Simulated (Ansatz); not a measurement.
Calculated with Ansatz (gas phase, PBE0-D4/def2-TZVP geometries, no zero-point term in ΔE). CCSD(T)/CBS adds triple-zeta CCSD(T) − MP2 to the extrapolated MP2 energy (def2 sets, frozen cores). This one scheme is used for every species. For Ge outer-core shells are correlated without core-valence functions, which leaves a few kJ/mol of doubt a bond. Scalar relativity is left out up to krypton. One conformer a species, not always the lowest.

Reaction (redistribution): `[SiH3][CH2][GeH2][PH2]` + `[BH2][AlH2]` → `[BH2][GeH2][PH2]` + `[AlH2][CH2][SiH3]`

```tsv
species	CCSD(T)/CBS(def2) energy (Eh)
`[SiH3][CH2][GeH2][PH2]`	-2749.59870
`[BH2][AlH2]`	-269.14094
`[BH2][GeH2][PH2]`	-2445.41219
`[AlH2][CH2][SiH3]`	-573.34237
```

**Question.** Work out ΔE.

**Answer.** ΔE = (-2445.41219) + (-573.34237) − (-2749.59870) − (-269.14094) = -0.01492 Eh = -9.4 kcal/mol.

Largest T1 diagnostic among the species: 0.013.

At CCSD(T), def2-SVP lies +0.8 kcal/mol from the extrapolated value and def2-TZVPP +0.5 kcal/mol. Leaving LDA and LC-ωPBE aside and taking each functional with its dispersion term where it has one, the values, not all of them listed here, spread over 1.7 kcal/mol, from r2SCAN-D4 to ωB97X-V.
